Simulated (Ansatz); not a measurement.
Consider the formal exchange of groups at a B–Si bond: `C[SiH2]B(C)C` + `C#COCC` → `C#CB(C)C` + `CCO[SiH2]C`.

Isolated molecules relaxed with PBE0-D4/def2-TZVP in Ansatz; ΔE leaves out vibrations. CBS: MP2 limit from def2 TZ/QZ plus the TZ coupled-cluster correction, frozen cores. Functionals use def2-TZVPP. Each species was taken in one conformer, which may not be the lowest.

`C[SiH2]B(C)C`:

Z-matrix (Å, degrees):
```
C
Si 1 1.880
H 1 1.093 2 110.7
H 1 1.092 2 111.5 3 120.2
H 1 1.093 2 110.8 3 -119.6
B 2 2.030 1 115.1 3 58.1
H 2 1.498 1 109.0 3 -62.7
H 2 1.496 1 109.3 3 -177.7
C 6 1.562 2 120.9 1 -13.7
C 6 1.562 2 118.9 1 167.3
H 9 1.094 6 114.6 2 161.9
H 9 1.103 6 104.8 2 -82.0
H 9 1.093 6 115.1 2 33.3
H 10 1.094 6 114.1 2 153.6
H 10 1.092 6 115.8 2 24.7
H 10 1.103 6 104.4 2 -91.2
```

`C#COCC`:

Cartesian coordinates in Å:
```
C -0.268 -0.803 2.389
C 0.370 -0.254 1.532
O 1.076 0.346 0.635
C 0.744 0.011 -0.732
C -0.605 0.550 -1.128
H -0.822 -1.280 3.159
H 1.549 0.459 -1.315
H 0.793 -1.076 -0.837
H -1.391 0.122 -0.504
H -0.633 1.637 -1.032
H -0.813 0.289 -2.168
```

`C#CB(C)C`:

Cartesian coordinates in Å:
```
C 1.372 1.892 1.286
C 0.751 1.034 0.704
B -0.033 -0.048 -0.032
C -1.536 -0.279 0.333
C 0.685 -0.896 -1.132
H 1.919 2.648 1.799
H -1.893 -1.281 0.083
H -2.114 0.420 -0.291
H -1.787 -0.041 1.368
H 1.131 -1.758 -0.614
H 1.508 -0.381 -1.630
H -0.002 -1.309 -1.874
```

`CCO[SiH2]C`:

```xyz
15

C     0.533   -2.221   -0.621
C    -0.673   -1.310   -0.640
O    -0.547   -0.253    0.290
Si    0.140    1.200   -0.059
C    -0.127    2.308    1.405
H     0.688   -2.627    0.381
H     0.390   -3.056   -1.313
H     1.437   -1.685   -0.917
H    -1.573   -1.869   -0.367
H    -0.836   -0.912   -1.651
H     1.599    1.051   -0.341
H    -0.490    1.757   -1.293
H    -1.193    2.441    1.602
H     0.336    1.884    2.299
H     0.316    3.291    1.226
```

```tsv
species	B2PLYP energy (Eh)
`C[SiH2]B(C)C`	-435.07445
`C#COCC`	-231.06311
`C#CB(C)C`	-181.33741
`CCO[SiH2]C`	-484.89815
```

Work out ΔE.

ΔE = (-181.33741) + (-484.89815) − (-435.07445) − (-231.06311) = -0.09800 Eh = -61.5 kcal/mol. CCSD(T)/CBS gives -61.7 kcal/mol.

Largest T1 diagnostic among the species: 0.012.

In def2-TZVPP, CCSD(T) changes the Hartree–Fock value by +4.0 kcal/mol (the triples alone add +0.7 kcal/mol) and MP2 by +1.6 kcal/mol. From PBE to PBE0 (25 % exact exchange), in def2-TZVPP and without D4, ΔE moves by −2.1 kcal/mol.
